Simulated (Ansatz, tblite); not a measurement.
Spin states of InGaN2, each relaxed with PBE-D4/def2-SVP in Ansatz. Electronic energies in the gas phase.

In the def2 sets In takes a core potential; there is no spin–orbit coupling. The xTB rows come from tblite. LC-ωPBE has ω = 0.4 bohr⁻¹. Correlated methods freeze 15 core orbitals; core or outer-core shells of Ga, In are correlated, in sets that lack core-valence functions. The structure comes from a short search, and lower isomers may exist.

Singlet geometry (C2v within 0.1 Å):

Cartesian coordinates in Å:
```
Ga 0.392 -1.310 1.682
In -0.416 1.391 -1.785
N 0.570 0.216 0.121
N -0.546 -0.296 -0.018
```

Triplet geometry (C∞v within 0.1 Å):

```xyz
4

Ga   -0.440    2.053    1.635
In    0.456   -2.153   -1.720
N     0.090   -0.408   -0.322
N    -0.106    0.507    0.407
```

Quintet geometry:

```xyz
4

Ga    1.203    0.036   -0.337
In    1.014   -0.596   -2.749
N    -1.362    0.026    1.975
N    -0.855    0.534    1.112
```

⟨S²⟩: triplet 2.01 at PBE0-D4/def2-TZVP (pure 2.00), quintet 6.00 at PBE0-D4/def2-TZVP (pure 6.00).

Run but left out: GFN2-xTB (tight binding far off the other levels).

Only these spin states were relaxed. The triplet has other bonds than the singlet, so the gap mixes isomer and spin. The quintet has other bonds than the singlet, so the gap mixes isomer and spin.

```csv
level,triplet − singlet (kcal/mol),quintet − singlet (kcal/mol),lowest of these
GFN1-xTB,30.5,179.8,singlet
HF/def2-TZVP,-1.3,6.2,triplet
PBE-D4/def2-TZVP,0.4,62.4,tie
r2SCAN-D4/def2-TZVP,-0.5,51.0,triplet
PBE0-D4/def2-TZVP,2.3,53.5,singlet
r2SCAN0-D4/def2-TZVP,1.2,45.7,singlet
BHLYP-D4/def2-TZVP,3.2,55.1,singlet
LC-ωPBE/def2-TZVP,6.1,45.8,singlet
ωB97X-V/def2-TZVP,9.1,63.0,singlet
ωB97M-V/def2-TZVP,9.9,61.6,singlet
RPA@PBE/def2-TZVP,6.8,53.4,singlet
MP2/def2-TZVP,13.2,49.3,singlet
```

Change of the quintet − singlet gap on mixing in exact exchange, in kcal/mol: PBE to PBE0 (25 % exact exchange) -8.9; r2SCAN to r2SCAN0 (25 % exact exchange) -5.3.

The xTB methods have no term that favours high spin, so they put low spin too low.
